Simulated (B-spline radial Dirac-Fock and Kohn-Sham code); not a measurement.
# X-ray form factors of germanium in several charge states

These are calculated numbers from a radial finite-basis atomic code; the model is relativistic Hartree-Fock (Dirac-Fock) wave functions, averaged over the configuration.

Configurations: Ge²⁸⁺ [He] 2s2; Ge²⁹⁺ [He] 2s1; Ge³⁰⁺ 1s2; Ge³¹⁺ 1s1. The first column is f₀ of Ge²⁸⁺, the others are differences from it.

```tsv
s (Å⁻¹)	Ge²⁸⁺	Δ Ge²⁹⁺	Δ Ge³⁰⁺	Δ Ge³¹⁺
0	4.000	-1.000	-2.000	-3.000
0.05	3.998	-0.999	-1.998	-2.998
0.1	3.993	-0.997	-1.994	-2.993
0.15	3.985	-0.993	-1.986	-2.985
0.2	3.973	-0.987	-1.974	-2.974
0.25	3.957	-0.980	-1.960	-2.959
0.3	3.939	-0.971	-1.943	-2.941
0.35	3.917	-0.961	-1.923	-2.920
0.4	3.893	-0.949	-1.900	-2.896
0.45	3.865	-0.936	-1.874	-2.869
0.5	3.835	-0.921	-1.845	-2.840
0.6	3.766	-0.889	-1.781	-2.773
0.7	3.687	-0.851	-1.708	-2.697
0.8	3.600	-0.811	-1.627	-2.613
0.9	3.506	-0.766	-1.540	-2.523
1	3.406	-0.720	-1.448	-2.427
1.1	3.302	-0.672	-1.353	-2.327
1.2	3.195	-0.622	-1.256	-2.225
1.4	2.978	-0.524	-1.059	-2.018
1.6	2.763	-0.428	-0.869	-1.815
```
